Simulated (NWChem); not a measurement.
System: CH₆BNO; SMILES N(C)BO

NWChem input:

```
start job
memory heap 200 mb stack 900 mb global 1100 mb
geometry units angstroms noautoz
  B     -0.626286     0.818365     0.000000
  H     -1.690820     1.393819     0.000000
  N     -0.624596    -0.591739     0.000000
  C      0.498309    -1.489414     0.000000
  H     -1.526730    -1.050017     0.000000
  H      0.519453    -2.141417    -0.891119
  H      0.519453    -2.141417     0.891119
  H      1.444519    -0.926213     0.000000
  O      0.496398     1.594742     0.000000
  H      1.317899     1.094283     0.000000
end
basis spherical
  * library pcseg-2
end
dft
  xc hfexch
  iterations 150
  semidirect filesize 400000000
  mulliken
end
task dft energy
```

Output (shortened):

```
             Northwest Computational Chemistry Package (NWChem) 7.3.0
             --------------------------------------------------------

 CS  symmetry detected

                             Geometry "geometry" -> ""
                             -------------------------

 Output coordinates in angstroms (scale by  1.889725989 to convert to a.u.)

  No.       Tag          Charge          X              Y              Z
 ---- ---------------- ---------- -------------- -------------- --------------
    1 B                    5.0000    -0.63338825     0.81386868     0.00000000
    2 H                    1.0000    -1.70199502     1.38172386     0.00000000
    3 N                    7.0000    -0.62165209    -0.59618749     0.00000000
    4 C                    6.0000     0.50761985    -1.48583964     0.00000000
    5 H                    1.0000    -1.52049822    -1.06088106     0.00000000
    6 H                    1.0000     0.53340847    -2.13767545    -0.89111900
    7 H                    1.0000     0.53340847    -2.13767545     0.89111900
    8 H                    1.0000     1.44979334    -0.91591171     0.00000000
    9 O                    8.0000     0.48373601     1.59822447     0.00000000
   10 H                    1.0000     1.30878165     1.10363091     0.00000000

 Effective nuclear repulsion energy (a.u.)     116.5575754339

      Symmetry information
      --------------------

 Group name             Cs
 Group number              2
 Group order               2
 No. of unique centers     9

  xc_inp: hfexch multiplicative factor not found.

                                 NWChem DFT Module
                                 -----------------

 Summary of "ao basis" -> "ao basis" (spherical)
 ------------------------------------------------------------------------------
       Tag                 Description            Shells   Functions and Types
 ---------------- ------------------------------  ------  ---------------------
 B                          pcseg-2                 10       30   4s3p2d1f
 H                          pcseg-2                  6       14   3s2p1d
 N                          pcseg-2                 10       30   4s3p2d1f
 C                          pcseg-2                 10       30   4s3p2d1f
 O                          pcseg-2                 10       30   4s3p2d1f

      Symmetry analysis of basis
      --------------------------

        a'        134
        a"         70

            General Information
            -------------------
          SCF calculation type: DFT
          Wavefunction type:  closed shell.
          No. of atoms     :    10
          No. of electrons :    32
           Alpha electrons :    16
            Beta electrons :    16
          Charge           :     0
          Spin multiplicity:     1
          Use of symmetry is: on ; symmetry adaption is: on
          Maximum number of iterations: 150
          AO basis - number of functions:   204
                     number of shells:    76
          Convergence on energy requested:  1.00D-06
          Convergence on density requested:  1.00D-05
          Convergence on gradient requested:  5.00D-04

              XC Information
              --------------
                     Hartree-Fock (Exact) Exchange  1.000

      Superposition of Atomic Density Guess
      -------------------------------------

 Sum of atomic energies:        -194.28751539

      Non-variational initial energy
      ------------------------------

 Total energy =    -196.471667
 1-e energy   =    -492.970066
 2-e energy   =     179.940824
 HOMO         =      -0.324337
 LUMO         =       0.038270

      Symmetry analysis of molecular orbitals - initial
      -------------------------------------------------

  Numbering of irreducible representations:

     1 a'          2 a"

  Orbital symmetries:

     1 a'          2 a'          3 a'          4 a'          5 a'
     6 a'          7 a'          8 a'          9 a'         10 a'
    11 a"         12 a'         13 a"         14 a'         15 a'
    16 a"         17 a'         18 a"         19 a'         20 a'
    21 a'         22 a"         23 a'         24 a'         25 a"
    26 a'

------------------------------------------------------------
EAF file 0: "./job.aoints.0" size=487587840 bytes
------------------------------------------------------------
               write      read    awrite     aread      wait
               -----      ----    ------     -----      ----
     calls:      930         0         0         0         0
   data(b): 4.88e+08  0.00e+00  0.00e+00  0.00e+00
   time(s): 0.00e+00  0.00e+00  0.00e+00  0.00e+00  0.00e+00
rate(mb/s): 0.00e+00  0.00e+00
------------------------------------------------------------

     ---------------------------------------------
      Total Density - Mulliken Population Analysis
     ---------------------------------------------

    Atom       Charge   Shell Charges
 -----------   ------   -------------------------------------------------------
    1 B    5     4.26   2.00  0.54  0.19  0.08  0.82  0.47  0.04  0.03  0.09  0.01
    2 H    1     1.10   0.40  0.54  0.14  0.00  0.02  0.00
    3 N    7     7.75   2.00  0.60  0.68  0.16  1.68  2.01  0.59  0.00  0.03  0.00
    4 C    6     5.87   2.00  0.57  0.39  0.11  1.25  1.24  0.27  0.01  0.04  0.00
    5 H    1     0.78   0.36  0.32  0.03  0.01  0.05  0.01
    6 H    1     0.94   0.40  0.46  0.04  0.01  0.03  0.00
    7 H    1     0.94   0.40  0.46  0.04  0.01  0.03  0.00
    8 H    1     0.96   0.39  0.48  0.05  0.01  0.04  0.00
    9 O    8     8.72   2.00  0.64  0.84  0.24  2.14  2.24  0.60  0.00  0.01  0.00
   10 H    1     0.68   0.32  0.25  0.02  0.02  0.06  0.01

   convergence    iter        energy       DeltaE   RMS-Dens  Diis-err
 ---------------- ----- ----------------- --------- --------- ---------
 d= 0,ls=0.0,diis     1   -195.4433775538 -3.12D+02  2.30D-03  5.69D-01
 d= 0,ls=0.0,diis     2   -195.5023389188 -5.90D-02  7.13D-04  1.39D-01
 d= 0,ls=0.0,diis     3   -195.5147050822 -1.24D-02  2.99D-04  7.38D-03
 d= 0,ls=0.0,diis     4   -195.5157428933 -1.04D-03  6.39D-05  2.20D-04
 d= 0,ls=0.0,diis     5   -195.5157769878 -3.41D-05  2.09D-05  2.99D-05
  Resetting Diis
 d= 0,ls=0.0,diis     6   -195.5157811143 -4.13D-06  8.21D-06  1.66D-06
 d= 0,ls=0.0,diis     7   -195.5157814575 -3.43D-07  1.49D-06  6.87D-08

         Total DFT energy =     -195.515781457531
      One electron energy =     -496.908399301121
           Coulomb energy =      210.999761271737
    Exchange-Corr. energy =      -26.164718862097
 Nuclear repulsion energy =      116.557575433949

 Numeric. integr. density =        0.000000000000

                  Occupations of the irreducible representations
                  ----------------------------------------------

                     irrep           alpha         beta
                     --------     --------     --------
                     a'               13.0         13.0
                     a"                3.0          3.0

                       DFT Final Molecular Orbital Analysis
                       ------------------------------------

 Vector   14  Occ=2.000000D+00  E=-5.309959D-01  Symmetry=a"
              MO Center=  4.0D-01,  1.2D+00, -2.6D-15, r^2= 1.7D+00
   Bfn.  Coefficient  Atom+Function         Bfn.  Coefficient  Atom+Function
  ----- ------------  ---------------      ----- ------------  ---------------
   167      0.429769   9 O  pz              170      0.402432   9 O  pz
   173      0.213308   9 O  pz                7      0.118627   1 B  pz
    81     -0.089548   4 C  pz              120      0.078890   6 H  s
   134     -0.078890   7 H  s                10      0.076571   1 B  pz
    84     -0.062837   4 C  pz              119      0.058545   6 H  s

 Vector   15  Occ=2.000000D+00  E=-4.838411D-01  Symmetry=a'
              MO Center= -9.5D-01,  9.4D-01,  1.1D-15, r^2= 2.3D+00
   Bfn.  Coefficient  Atom+Function         Bfn.  Coefficient  Atom+Function
  ----- ------------  ---------------      ----- ------------  ---------------
    32      0.287033   2 H  s                31      0.233712   2 H  s
     5     -0.176226   1 B  px                6      0.167144   1 B  py
    50     -0.155448   3 N  py               53     -0.145729   3 N  py
     8     -0.138927   1 B  px              166     -0.134204   9 O  py
   169     -0.122866   9 O  py               33      0.108825   2 H  s

 Vector   16  Occ=2.000000D+00  E=-3.938231D-01  Symmetry=a"
              MO Center= -3.4D-01, -6.0D-01,  1.7D-14, r^2= 2.1D+00
   Bfn.  Coefficient  Atom+Function         Bfn.  Coefficient  Atom+Function
  ----- ------------  ---------------      ----- ------------  ---------------
    54      0.376163   3 N  pz               51      0.366871   3 N  pz
    57      0.285933   3 N  pz              120      0.154058   6 H  s
   134     -0.154058   7 H  s               167     -0.142303   9 O  pz
   170     -0.132888   9 O  pz               81     -0.119986   4 C  pz
   119      0.105305   6 H  s               133     -0.105305   7 H  s

 Vector   17  Occ=0.000000D+00  E= 8.946554D-02  Symmetry=a'
              MO Center=  7.2D-01, -1.6D+00,  6.7D-14, r^2= 8.8D+00
   Bfn.  Coefficient  Atom+Function         Bfn.  Coefficient  Atom+Function
  ----- ------------  ---------------      ----- ------------  ---------------
    78      3.678886   4 C  s               121     -1.227261   6 H  s
   135     -1.227261   7 H  s               149     -1.103230   8 H  s
    55     -0.758883   3 N  px              107     -0.675461   5 H  s
   193     -0.607595  10 H  s                33      0.462323   2 H  s
    11      0.415043   1 B  px               77     -0.389762   4 C  s

 Vector   18  Occ=0.000000D+00  E= 1.155252D-01  Symmetry=a'
              MO Center= -5.8D-01, -5.6D-01, -1.2D-14, r^2= 9.6D+00
   Bfn.  Coefficient  Atom+Function         Bfn.  Coefficient  Atom+Function
  ----- ------------  ---------------      ----- ------------  ---------------
   107      1.487441   5 H  s               149     -1.415387   8 H  s
    48     -1.004003   3 N  s                11     -0.896210   1 B  px
    55      0.840795   3 N  px               33     -0.711203   2 H  s
   164      0.613915   9 O  s                86      0.493041   4 C  py
   121      0.448592   6 H  s               135      0.448592   7 H  s

 Vector   19  Occ=0.000000D+00  E= 1.272413D-01  Symmetry=a"
              MO Center= -4.9D-01, -9.4D-02,  5.4D-14, r^2= 1.0D+01
   Bfn.  Coefficient  Atom+Function         Bfn.  Coefficient  Atom+Function
  ----- ------------  ---------------      ----- ------------  ---------------
   121      1.456599   6 H  s               135     -1.456599   7 H  s
    13     -1.077003   1 B  pz               87      0.825081   4 C  pz
   120     -0.293738   6 H  s               134      0.293738   7 H  s
    57      0.263385   3 N  pz              173      0.262874   9 O  pz
    84     -0.209803   4 C  pz                7     -0.095419   1 B  pz

------------------------------------------------------------
EAF file 0: "./job.aoints.0" size=684720128 bytes
------------------------------------------------------------
               write      read    awrite     aread      wait
               -----      ----    ------     -----      ----
     calls:     1306         6         0      7830      7830
   data(b): 6.85e+08  3.15e+06  0.00e+00  4.11e+09
   time(s): 0.00e+00  0.00e+00  0.00e+00  0.00e+00  0.00e+00
rate(mb/s): 0.00e+00  0.00e+00
------------------------------------------------------------

     ---------------------------------------------
      Total Density - Mulliken Population Analysis
     ---------------------------------------------

    Atom       Charge   Shell Charges
 -----------   ------   -------------------------------------------------------
    1 B    5     4.19   2.00  0.48 -0.01  0.06  0.96  0.51  0.03  0.03  0.13  0.01
    2 H    1     1.15   0.42  0.59  0.12  0.00  0.02  0.00
    3 N    7     7.72   2.00  0.54  0.67  0.22  1.60  2.00  0.63  0.00  0.04  0.00
    4 C    6     5.60   2.00  0.52  0.30  0.02  1.29  1.23  0.17  0.01  0.07  0.00
    5 H    1     0.86   0.42  0.36  0.01  0.01  0.05  0.01
    6 H    1     1.02   0.43  0.52  0.03  0.01  0.04  0.00
    7 H    1     1.02   0.43  0.52  0.03  0.01  0.04  0.00
    8 H    1     1.07   0.43  0.55  0.04  0.01  0.04  0.00
    9 O    8     8.58   2.00  0.60  0.84  0.33  1.99  2.16  0.64  0.00  0.02  0.00
   10 H    1     0.79   0.40  0.29  0.00  0.02  0.08  0.01

     -------------------------------------------
      Total Density - Lowdin Population Analysis
     -------------------------------------------

    Atom       Charge   Shell Charges
 -----------   ------   -------------------------------------------------------
    1 B    5     5.10   1.96  0.31  0.23  0.12  0.87  0.79  0.19  0.05  0.51  0.06
    2 H    1     1.04   0.38  0.45  0.16  0.00  0.04  0.01
    3 N    7     6.96   1.98  0.41  0.38  0.18  1.45  1.71  0.69  0.00  0.13  0.01
    4 C    6     5.95   1.97  0.32  0.30  0.15  1.11  1.35  0.42  0.02  0.27  0.03
    5 H    1     1.01   0.36  0.30  0.07  0.03  0.20  0.04
    6 H    1     1.00   0.38  0.38  0.10  0.01  0.10  0.02
    7 H    1     1.00   0.38  0.38  0.10  0.01  0.10  0.02
    8 H    1     1.00   0.38  0.38  0.10  0.01  0.11  0.02
    9 O    8     7.90   1.99  0.52  0.51  0.26  1.83  1.97  0.76  0.00  0.05  0.01
   10 H    1     1.07   0.35  0.26  0.07  0.04  0.27  0.08

     Multipole analysis of the density
     ---------------------------------

     L   x y z        total         alpha         beta         nuclear
     -   - - -        -----         -----         ----         -------
     0   0 0 0      0.000000    -16.000000    -16.000000     32.000000

     1   1 0 0      0.298208      0.149104      0.149104      0.000000
     1   0 1 0     -1.103143     -0.551572     -0.551572     -0.000000
     1   0 0 1     -0.000000     -0.000000     -0.000000      0.000000

     2   2 0 0    -16.647738    -39.966526    -39.966526     63.285314
     2   1 1 0      0.885071      2.631999      2.631999     -4.378928
     2   1 0 1     -0.000000     -0.000000     -0.000000      0.000000
     2   0 2 0    -21.594959   -106.701471   -106.701471    191.807984
     2   0 1 1      0.000000      0.000000      0.000000      0.000000
     2   0 0 2    -19.521986    -12.596751    -12.596751      5.671515
```

Level: Hartree-Fock/pcseg-2. Coordinates come from a PBE0/def2-SVP optimisation.
